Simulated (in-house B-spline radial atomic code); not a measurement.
Values are calculated unless marked as measured or tabulated.
**Ghost states of the separable form: Cr**

Cr, [Ar] 3d5 4s1, non-relativistic PBE, spherical and spin-unpolarised, from a B-spline radial code for spherical atoms (atomic units; all potentials screened as in the neutral atom).

Troullier-Martins channels: 4s (ε = -0.1438, r_c = 2.7 bohr), 3d (ε = -0.1101, r_c = 2.48 bohr). In the Kleinman-Bylander form one channel serves as the local potential, and each other channel l becomes |δV u><u δV|/<u|δV|u>, with δV = V_l − V_local and u the pseudo-orbital. Its strength is E_KB = <u|δV²|u>/<u|δV|u>. By the analysis of Gonze, Stumpf and Scheffler a spurious state lies below the reference level ε if E_KB > 0 and ε is above the second level of the local potential alone, or if E_KB < 0 and ε is above its first. The table's levels are those of angular momentum l in a sphere of 9 bohr, whose wall can lift a shallow ε a little above its free-atom value.

```json
{"local": "d", "channel": "s", "<u δV u>": "0.12025", "<u δV² u>": "0.67601", "ε": "-0.1423", "first local level": "-5.1569", "second local level": "-0.4200"}
{"local": "s", "channel": "d", "<u δV u>": "-3.2425", "<u δV² u>": "20.144", "ε": "-0.1100", "first local level": "0.0978", "second local level": "0.3459"}
```

(1) Apply the rule to each row.

Diagonalising the separable Hamiltonian gives:

```csv
local,channel,three lowest levels,"all-electron, two lowest valence levels"
d,s,"-2.0462, -0.1423, 0.1135","-0.1423, 0.1135"
s,d,"-0.1100, 0.1208, 0.4063","-0.1100, 0.1187"
```

(2) Which choices of local channel are safe?

## Answers

(1) Local d, channel s: E_KB = +5.62, so ε = -0.1423 is set against -0.4200: a ghost. Local s, channel d: E_KB = -6.21, so ε = -0.1100 is set against 0.0978: no ghost.

(2) Free of ghosts: s. With d local the s channel has a ghost 1.90 hartree below ε, since the local potential binds more than one state below ε, and a repulsive term of rank one raises each level at most to the next, so it clears only one of them. Among the safe choices the second level, which tests transfer, is off by at most 2.1 millihartree (s local).
